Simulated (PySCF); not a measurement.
Sn(F)2(OH)(OEt) (C2H6F2O2Sn), SMILES [Sn]([F])([O]CC)([OH])[F].

The structure is a stationary point at PBE0-D3(BJ)/def2-SVP. The def2 effective core potentials stand for the cores of Sn; spin–orbit coupling is left out. One conformer was computed; it need not be the lowest.

Level of theory: PySCF with TDA-B3LYP/def2-SVPD.

Vertical excitations. The molecule is in vacuum.

Estimate the UV-visible absorptions. (Estimate from the structure and the level; the computed values follow.)


```tsv
state	energy (eV)	λ (nm)	f	main pairs
S1	4.28	290	0.004	HOMO→LUMO 98 %
S2	5.37	231	0.101	HOMO−1→LUMO 89 %
S3	5.45	227	0.018	HOMO−2→LUMO 92 %
S4	6.58	188	0.010	HOMO−4→LUMO 59 %, HOMO−3→LUMO 27 %
S5	6.66	186	0.140	HOMO−3→LUMO 56 %, HOMO−4→LUMO 30 %
S6	6.82	182	0.035	HOMO−6→LUMO 73 %, HOMO−7→LUMO 16 %
T1	3.92	316	0	HOMO→LUMO 96 %
T2	4.51	275	0	HOMO−1→LUMO 95 %
```
Triplets are in the Tamm–Dancoff approximation.
